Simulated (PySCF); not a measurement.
```xyz
5
charge 0 multiplicity 1, angstrom
Ge    0.0000    0.0000    0.0000
F    -0.9802   -0.9802   -0.9802
F     0.9802    0.9802   -0.9802
F    -0.9802    0.9802    0.9802
F     0.9802   -0.9802    0.9802
```

Method: PySCF, PBE0, basis Ge def2-SVP, F def2-SVP (no relativity, density fitting).

This geometry of GeF₄ is a stationary point at this level.

Task: What is the point group?

Result: Td.

Task: Is it a minimum?

Result: Yes: all harmonic wavenumbers are real.

Task: Give the atomic charges and bond orders.

Result: 
| atom | Mulliken | Löwdin | polar tensor | Mayer order to Ge1 |
| --- | --- | --- | --- | --- |
| Ge1 | 1.40 | 0.66 | 2.28 | – |
| F2,3,4,5 | -0.35 | -0.17 | -0.57 | 1.00 |

Task: Give the ideal-gas entropy at 298.15 K and 1 bar by parts.

Result: translation 171.3, rotation 90.0, vibration 41.1, spin 0.0; total 302.4 J/(mol K).

Task: What is the atomisation energy, with and without zero-point energy?

Result: 1850 kJ/mol without, 1824 kJ/mol with.
